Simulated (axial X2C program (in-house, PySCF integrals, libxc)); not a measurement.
**Worked dissociation energy of AlAs: B97-3, scalar-relativistic**

All values were computed with an axial X2C code built on PySCF integrals. Spin-free means the one-electron spin-free X2C Hamiltonian. Basis: As dyall-cv3z [9s9p6d4f1g], Al dyall-v3z [8s8p2d1f] (cores contracted in-house); Gaussian nuclei, density fitting, unrestricted open shells. Masses: As 74.922 u, Al 26.982 u.

Molecular state: M_S = 1, Λ = 0 (beyond evenly filled blocks: π+α, π-α).

- E(As) (2M_S = 3, M_L = 0): -2260.579324 hartree
- E(Al) (2M_S = 1, M_L = 0): -242.784166 hartree
- E(AlAs) at Re: -2503.441320 hartree
- ωe: 292.6 cm⁻¹
- ωexe: 1.02 cm⁻¹

Task: Work out De and D0.

Result: De = -2260.579324 + (-242.784166) − (-2503.441320) = 0.07783 hartree = 2.118 eV. The zero-point energy is ωe/2 − ωexe/4 = 146 cm⁻¹ = 0.018 eV, so D0 = 2.100 eV.

Occupations by symmetry block were frozen at the best pattern of an incomplete PBE0 search. De is counted from the lowest determinant-based energies of the atoms at the same level, without counterpoise correction. PBE0 can misorder states that lie within some tenths of an eV, so this need not be the ground state of the molecule. The nearest other spin-free determinant of the search, M_S = 1, Λ = 1, lies 0.17 eV up at the distance of the search.

Each atomic determinant is the lowest at this level and need not be a pure term. Totals compare only within one Hamiltonian and basis.
